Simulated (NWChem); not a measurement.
The numbers come from NWChem runs, not from measurements. System: CH₃AlF₂, charge 0, spin multiplicity 1, at a geometry optimised with PBE0/def2-SVP. The structure started from a generated list of species. Level: PBE/def2-SVP.

NWChem printed:

```
             Northwest Computational Chemistry Package (NWChem) 7.3.0
             --------------------------------------------------------

                                NWChem Input Module
                                -------------------

 Scaling coordinates for geometry "geometry" by  1.889725989
 (inverse scale =  0.529177249)

                             Geometry "geometry" -> ""
                             -------------------------

 Output coordinates in angstroms (scale by  1.889725989 to convert to a.u.)

  No.       Tag          Charge          X              Y              Z
 ---- ---------------- ---------- -------------- -------------- --------------
    1 Al                  13.0000     0.04874600     0.04232600     0.00092400
    2 C                    6.0000    -1.47767600    -1.13243100    -0.05466100
    3 H                    1.0000    -1.26898500    -2.00743700    -0.69149400
    4 H                    1.0000    -2.37305200    -0.62793500    -0.44691500
    5 H                    1.0000    -1.70968800    -1.51794300     0.95122100
    6 F                    9.0000    -0.00548400     1.60865000    -0.54329600
    7 F                    9.0000     1.51482600    -0.45335500     0.59920100

 Effective nuclear repulsion energy (a.u.)     155.0782870506

            Nuclear Dipole moment (a.u.)
            ----------------------------
        X                 Y               Z
 ---------------- ---------------- ----------------
    -0.0000094486    -0.0000151178     0.0000056692


 Summary of "ao basis" -> "" (spherical)
 ------------------------------------------------------------------------------
       Tag                 Description            Shells   Functions and Types
 ---------------- ------------------------------  ------  ---------------------
 *                          def2-svp                  on all atoms

  pbe96 is a nonlocal functional; adding pw91lda local functional.

                                 NWChem DFT Module
                                 -----------------

 Summary of "ao basis" -> "ao basis" (spherical)
 ------------------------------------------------------------------------------
       Tag                 Description            Shells   Functions and Types
 ---------------- ------------------------------  ------  ---------------------
 Al                         def2-svp                 8       18   4s3p1d
 C                          def2-svp                 6       14   3s2p1d
 H                          def2-svp                 3        5   2s1p
 F                          def2-svp                 6       14   3s2p1d

 Summary of "ao basis" -> "ao basis" (spherical)
 ------------------------------------------------------------------------------
       Tag                 Description            Shells   Functions and Types
 ---------------- ------------------------------  ------  ---------------------
 Al                         def2-svp                 8       18   4s3p1d
 C                          def2-svp                 6       14   3s2p1d
 H                          def2-svp                 3        5   2s1p
 F                          def2-svp                 6       14   3s2p1d

            General Information
            -------------------
          SCF calculation type: DFT
          Wavefunction type:  closed shell.
          No. of atoms     :     7
          No. of electrons :    40
           Alpha electrons :    20
            Beta electrons :    20
          Charge           :     0
          Spin multiplicity:     1
          Use of symmetry is: off; symmetry adaption is: off
          Maximum number of iterations: 100
          AO basis - number of functions:    75
                     number of shells:    35
          Convergence on energy requested:  1.00D-06
          Convergence on density requested:  1.00D-05
          Convergence on gradient requested:  5.00D-04

              XC Information
              --------------
          PerdewBurkeErnzerhof Exchange Functional  1.000
            Perdew 1991 LDA Correlation Functional  1.000 local
           PerdewBurkeErnz. Correlation Functional  1.000 non-local

             Grid Information
[...]
          dE off:    2 iters        100 iters           100 iters

      Screening Tolerance Information
      -------------------------------
          Density screening/tol_rho:  1.00D-10
          AO Gaussian exp screening on grid/accAOfunc:  14
          CD Gaussian exp screening on grid/accCDfunc:  20
          XC Gaussian exp screening on grid/accXCfunc:  20
          Schwarz screening/accCoul:  1.00D-08

      Superposition of Atomic Density Guess
      -------------------------------------

 Sum of atomic energies:        -479.49908750

      Non-variational initial energy
      ------------------------------

 Total energy =    -480.286712
 1-e energy   =    -974.556978
 2-e energy   =     339.191979
 HOMO         =      -0.421256
 LUMO         =      -0.030708

------------------------------------------------------------
EAF file 0: "./mol.aoints.0" size=524288 bytes
------------------------------------------------------------
               write      read    awrite     aread      wait
               -----      ----    ------     -----      ----
     calls:        1         0         0         0         0
   data(b): 5.24e+05  0.00e+00  0.00e+00  0.00e+00
   time(s): 0.00e+00  0.00e+00  0.00e+00  0.00e+00  0.00e+00
rate(mb/s): 0.00e+00  0.00e+00
------------------------------------------------------------

   convergence    iter        energy       DeltaE   RMS-Dens  Diis-err    time
 ---------------- ----- ----------------- --------- --------- ---------  ------
 d= 0,ls=0.0,diis     1   -481.4217888385 -6.37D+02  2.66D-02  9.72D-01     1.4
 d= 0,ls=0.0,diis     2   -481.0696919880  3.52D-01  1.65D-02  5.24D+00     1.7
 d= 0,ls=0.0,diis     3   -481.5306567491 -4.61D-01  1.47D-03  1.07D-02     2.1
 d= 0,ls=0.0,diis     4   -481.5305013215  1.55D-04  9.63D-04  9.22D-03     2.4
 d= 0,ls=0.0,diis     5   -481.5317101454 -1.21D-03  1.67D-04  3.27D-04     2.6
  Resetting Diis
 d= 0,ls=0.0,diis     6   -481.5317545252 -4.44D-05  2.25D-05  4.04D-06     2.9
 d= 0,ls=0.0,diis     7   -481.5317546874 -1.62D-07  3.01D-05  2.31D-06     3.1
 d= 0,ls=0.0,diis     8   -481.5317539715  7.16D-07  2.05D-05  1.07D-05     3.4
 d= 0,ls=0.0,diis     9   -481.5317548836 -9.12D-07  5.76D-07  2.04D-09     3.6

         Total DFT energy =     -481.531754883601
      One electron energy =     -978.239160645854
           Coulomb energy =      387.450169944787
    Exchange-Corr. energy =      -45.821051233091
 Nuclear repulsion energy =      155.078287050558

 Numeric. integr. density =       39.999999392930

     Total iterative time =      3.3s

                       DFT Final Molecular Orbital Analysis
                       ------------------------------------

 Vector   18  Occ=2.000000D+00  E=-3.292107D-01
              MO Center=  7.6D-01,  5.3D-01,  4.4D-02, r^2= 2.4D+00
   Bfn.  Coefficient  Atom+Function         Bfn.  Coefficient  Atom+Function
  ----- ------------  ---------------      ----- ------------  ---------------
    67     -0.430183  7 F  pz                53      0.417578  6 F  pz
    70      0.302936  7 F  pz                56     -0.294044  6 F  pz
    66     -0.145977  7 F  py                52      0.140512  6 F  py
    65      0.126551  7 F  px                51     -0.121931  6 F  px
    69      0.102787  7 F  py                55     -0.098973  6 F  py

 Vector   19  Occ=2.000000D+00  E=-3.193771D-01
              MO Center=  6.4D-01,  5.0D-01,  2.0D-02, r^2= 2.7D+00
   Bfn.  Coefficient  Atom+Function         Bfn.  Coefficient  Atom+Function
  ----- ------------  ---------------      ----- ------------  ---------------
    51      0.443780  6 F  px                66     -0.433690  7 F  py
    54     -0.311107  6 F  px                69      0.300503  7 F  py
    53      0.134168  6 F  pz                65     -0.114041  7 F  px
    67      0.113562  7 F  pz                68      0.091176  7 F  px
    56     -0.089805  6 F  pz                70     -0.075142  7 F  pz

 Vector   20  Occ=2.000000D+00  E=-2.869769D-01
              MO Center= -8.2D-01, -6.2D-01, -3.2D-02, r^2= 2.5D+00
   Bfn.  Coefficient  Atom+Function         Bfn.  Coefficient  Atom+Function
  ----- ------------  ---------------      ----- ------------  ---------------
    22      0.332288  2 C  px                23      0.268232  2 C  py
    25      0.206994  2 C  px                65     -0.203681  7 F  px
     3      0.192195  1 Al s                 21      0.182642  2 C  s
    26      0.177277  2 C  py                52     -0.174866  6 F  py
     8     -0.149924  1 Al px                 2      0.141591  1 Al s

 Vector   21  Occ=0.000000D+00  E=-4.273018D-02
              MO Center= -9.3D-02, -7.5D-02,  2.1D-02, r^2= 4.7D+00
   Bfn.  Coefficient  Atom+Function         Bfn.  Coefficient  Atom+Function
  ----- ------------  ---------------      ----- ------------  ---------------
     4      1.169901  1 Al s                 21     -0.831612  2 C  s
    50     -0.230132  6 F  s                 64     -0.225367  7 F  s
    34      0.222869  3 H  s                 20     -0.208751  2 C  s
    44      0.207280  5 H  s                  2      0.195844  1 Al s
    25     -0.191667  2 C  px                 3      0.158210  1 Al s

 Vector   22  Occ=0.000000D+00  E=-3.167988D-02
              MO Center= -3.7D-03,  3.9D-03, -2.9D-02, r^2= 3.7D+00
   Bfn.  Coefficient  Atom+Function         Bfn.  Coefficient  Atom+Function
  ----- ------------  ---------------      ----- ------------  ---------------
    13      0.699494  1 Al pz                10      0.348755  1 Al pz
    12      0.235733  1 Al py                34      0.214728  3 H  s
    44     -0.215728  5 H  s                 11     -0.205588  1 Al px
    53      0.181625  6 F  pz                67      0.178432  7 F  pz
     7     -0.177249  1 Al pz                56     -0.160127  6 F  pz

 Vector   23  Occ=0.000000D+00  E= 5.489495D-02
              MO Center= -9.9D-01, -7.4D-01, -4.9D-02, r^2= 6.2D+00
   Bfn.  Coefficient  Atom+Function         Bfn.  Coefficient  Atom+Function
  ----- ------------  ---------------      ----- ------------  ---------------
    21      2.023964  2 C  s                 39     -1.069847  4 H  s
    34     -0.730303  3 H  s                 44     -0.708904  5 H  s
    12      0.677189  1 Al py                25     -0.332656  2 C  px
    50     -0.281105  6 F  s                  3      0.227716  1 Al s
    11      0.217061  1 Al px                13     -0.165150  1 Al pz

 center of mass
 --------------
 x =   0.16214924 y =   0.12556449 z =   0.00572696

 moments of inertia (a.u.)
 ------------------
         317.796227534250         -46.958603988742         -66.296933824198
         -46.958603988742         334.169732628962          74.316180794434
         -66.296933824198          74.316180794434         551.553103896397

     Multipole analysis of the density
     ---------------------------------

     L   x y z        total         alpha         beta         nuclear
     -   - - -        -----         -----         ----         -------
     0   0 0 0     -0.000000    -20.000000    -20.000000     40.000000

     1   1 0 0     -0.686836     -0.343413     -0.343413     -0.000009
     1   0 1 0     -0.535554     -0.267769     -0.267769     -0.000015
     1   0 0 1     -0.022901     -0.011453     -0.011453      0.000006

     2   2 0 0    -22.751009    -89.848449    -89.848449    156.945888
     2   1 1 0      0.629200    -18.325597    -18.325597     37.280395
     2   1 0 1     -1.524845    -16.819628    -16.819628     32.114410
     2   0 2 0    -23.167124    -82.264774    -82.264774    141.362424
     2   0 1 1      1.837167     18.262962     18.262962    -34.688757
     2   0 0 2    -19.343196    -23.042677    -23.042677     26.742157

 Task  times  cpu:        3.6s     wall:        3.6s

 Total times  cpu:        3.7s     wall:        3.7s
```

Question: Write an NWChem input that would produce this output.

Answer: Several could match; the one computed here: 
```
start mol
memory heap 200 mb stack 900 mb global 1100 mb
geometry units angstroms nocenter noautoz noautosym
  Al     0.048746     0.042326     0.000924
  C     -1.477676    -1.132431    -0.054661
  H     -1.268985    -2.007437    -0.691494
  H     -2.373052    -0.627935    -0.446915
  H     -1.709688    -1.517943     0.951221
  F     -0.005484     1.608650    -0.543296
  F      1.514826    -0.453355     0.599201
end
basis spherical
  * library def2-svp
end
dft
  xc xpbe96 cpbe96
  semidirect memsize 60000000 filesize 0
  iterations 100
end
task dft energy
```
